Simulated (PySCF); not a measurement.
dimethyl carbonate (C3H6O3), SMILES COC(=O)OC. Atoms are numbered in the order given.

```xyz
12

C      2.3146     0.0000     0.0182
O      1.0776     0.0000     0.7051
C      0.0000     0.0000    -0.0709
O      0.0000     0.0000    -1.2732
O     -1.0776     0.0000     0.7051
C     -2.3146     0.0000     0.0182
H      2.4129     0.8924    -0.6176
H      3.0925     0.0000     0.7905
H      2.4129    -0.8924    -0.6176
H     -3.0925     0.0000     0.7905
H     -2.4129    -0.8924    -0.6176
H     -2.4129     0.8924    -0.6176
```
Charge 0, spin multiplicity 1.

Geometry: PBE0-D3(BJ)/def2-SVP.

Two levels are set side by side: PBE/pcSseg-1 (PySCF) and HF/pcSseg-1 (PySCF). GIAO shifts against H2O (¹⁷O), TMS (¹H), TMS (¹³C) at the same level; non-relativistic, no solvent, atoms listed together averaged. Differences are taken from unrounded values.

```csv
quantity,HF
"δ(¹³C) of C1, C6 (ppm)",52.1
"δ(¹⁷O) of O2, O5 (ppm)",111.5
δ(¹³C) of C3 (ppm),164.4
δ(¹⁷O) of O4 (ppm),293.2
"δ(¹H) of H7, H8, H9, H10, H11, H12 (ppm)",3.89
```

Problem. What does PBE give, and how far is it from HF? (The exact figures need the calculation; the answer reports its results.)

Solution. 
| quantity | PBE | PBE minus HF |
|---|---|---|
| δ(¹³C) of C1, C6 (ppm) | 57.3 | 5.2 |
| δ(¹⁷O) of O2, O5 (ppm) | 151.7 | 40.2 |
| δ(¹³C) of C3 (ppm) | 161.6 | -2.8 |
| δ(¹⁷O) of O4 (ppm) | 309.1 | 15.9 |
| δ(¹H) of H7, H8, H9, H10, H11, H12 (ppm) | 3.93 | 0.04 |

Rough cost on one machine, each run with all the roots and properties that it gave: HF against PBE within a factor of 2.
